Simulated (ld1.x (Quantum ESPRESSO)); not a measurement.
# Building the ultrasoft potential for silver (Ag) (BLYP, scalar-relativistic).

- Element: silver
- Generator: ld1.x (Quantum ESPRESSO) 7.5
- Type: ultrasoft
- Functional: BLYP
- Relativity: scalar-relativistic
- Frozen core: [Ar] 3d10 4s2
- Valence charge: 17
- Reference configuration: 4p6 4d10 5s0 5p1
- Partial waves: 5s (bound, empty): rcut 1.40, rcutus 1.95 bohr; 5s channel at 0.05 Ry: rcut 1.40, rcutus 1.95 bohr; 4p (bound): rcut 1.45, rcutus 1.55 bohr; 5p (bound): rcut 1.45, rcutus 1.55 bohr; 4d (bound): rcut 1.45, rcutus 1.90 bohr; 4d channel at -0.3 Ry: rcut 1.45, rcutus 1.90 bohr
- Local potential: all-electron potential smoothed inside 1.25 bohr (lloc = -1)
- Core correction: none
- Augmentation charge: built from norm-conserving waves at rcut, not smoothed further

Poles of the logarithmic derivatives, all-electron (AE) and pseudo (PS). s: poles at 4.1 (AE) and 3.9 (PS) Ry. p: poles at -4.3 (AE) and -4.4, -0.8 (PS) Ry. d: poles at -0.1 (AE) and -0.2 (PS) Ry. Test radius 2.16 bohr.

- Configuration tests: 4 of 7 tests not solved or not reliable; not counted: 4p6 4d9 5s1 5p1 (solver errors, printed error -12.3 eV); 4p6 4d9 5s1 5p0 (solver errors, printed error -3.3 eV); 4p6 4d10 5s1 5p0 (solver errors, printed error +1.5 eV); 1 more
- Lowest eigenvalue of the overlap operator: -0.09 (s channel); it is negative, so in a basis up to 400 Ry S is not positive definite and the file is unfit for use

A Bessel basis up to 400 Ry misses an occupied level by 0.05 Ry, so cutoffs and ghosts were not judged. Its overlap operator is not positive definite in a basis up to 400 Ry (lowest eigenvalue s -0.09, p -0.02), so the file is unfit for use: the generalised eigenproblem breaks down once the basis is large enough, and its test numbers describe a broken file. The potential misses its own reference levels by up to 0.8 eV.
